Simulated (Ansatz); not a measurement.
`C[NH][Zr]([NH]C)([NH]C)[N](C)C`, relaxed with RKS PBE0-D4/def2-TZVP in Ansatz from a GFN2-xTB geometry. The force threshold is 0.005 eV/Å; the program also tests the step.

The species carries charge 0 and has multiplicity 1. Zr takes the def2 core potential.

Start:

```xyz
28

C     1.633    1.985    1.370
N     0.418    1.186    1.439
Zr    0.110    0.054   -0.236
N     1.322   -1.585   -0.117
C     1.739   -1.998    1.213
N     0.655    1.108   -1.898
C     0.154    0.432   -3.088
N    -1.863   -0.483   -0.321
C    -2.144   -1.355    0.805
C    -2.610    0.760   -0.177
H     1.716    2.666    2.234
H     2.567    1.377    1.349
H     1.596    2.606    0.463
H     0.450    0.652    2.323
H     2.165   -1.574   -0.714
H     2.182   -3.010    1.198
H     2.497   -1.327    1.673
H     0.861   -2.037    1.874
H     1.664    1.280   -2.037
H     0.696   -0.510   -3.325
H     0.232    1.081   -3.979
H    -0.911    0.193   -2.941
H    -1.883   -0.884    1.787
H    -1.582   -2.290    0.686
H    -3.219   -1.608    0.847
H    -3.697    0.569   -0.218
H    -2.350    1.440   -1.001
H    -2.399    1.271    0.793
```

```
        step  energy (eV)  largest force (eV/Å)  largest move (Å)
           1  -12712.1145                 1.114             0.000
           2  -12712.5673                 0.687             0.195
           3  -12712.7812                 0.634             0.195
           4  -12712.9863                 0.262             0.200
           5  -12713.1209                 0.214             0.200
           6  -12713.1752                 0.586             0.191
           7  -12713.2381                 0.124             0.200
8 (rejected)  -12713.2247                 0.936             0.200
           9  -12713.2557                 0.059             0.100
          10  -12713.2680                 0.102             0.099
          11  -12713.2780                 0.244             0.149
          12  -12713.2871                 0.141             0.107
          13  -12713.2945                 0.097             0.127
          14  -12713.2975                 0.123             0.147
          15  -12713.2997                 0.083             0.036
          16  -12713.3011                 0.033             0.030
          17  -12713.3019                 0.011             0.046
          18  -12713.3022                 0.010             0.041
          19  -12713.3022                 0.004             0.010
          20  -12713.3023                 0.004             0.009
          21  -12713.3023                 0.004             0.013
          22  -12713.3023                 0.007             0.012
          23  -12713.3024                 0.007             0.017
          24  -12713.3024                 0.008             0.012
          25  -12713.3024                 0.011             0.023
          26  -12713.3024                 0.011             0.011
          27  -12713.3024                 0.008             0.013
          28  -12713.3024                 0.004             0.008
```

End:

```xyz
28

C     2.096    2.104    1.419
N     0.794    1.478    1.342
Zr    0.280    0.074   -0.069
N     1.467   -1.566    0.260
C     1.987   -2.067    1.514
N     0.612    0.713   -1.997
C    -0.252    0.655   -3.156
N    -1.679   -0.438    0.165
C    -2.361   -1.650    0.526
C    -2.576    0.657   -0.109
H     2.067    3.184    1.219
H     2.580    1.959    2.394
H     2.770    1.666    0.674
H     0.170    1.836    2.052
H     1.843   -2.086   -0.523
H     1.674   -3.100    1.717
H     3.083   -2.040    1.561
H     1.618   -1.453    2.341
H     1.460    1.224   -2.213
H     0.209    0.122   -3.999
H    -0.547    1.650   -3.519
H    -1.173    0.119   -2.909
H    -2.975   -1.520    1.430
H    -1.640   -2.447    0.720
H    -3.036   -1.993   -0.274
H    -3.260    0.437   -0.943
H    -2.018    1.564   -0.387
H    -3.193    0.919    0.764
```

It took 2.1 min on 4 threads of an AMD EPYC 7R13 on a shared host and a share of an NVIDIA H100 80 GB, with 1.1 GiB of host memory at the peak.
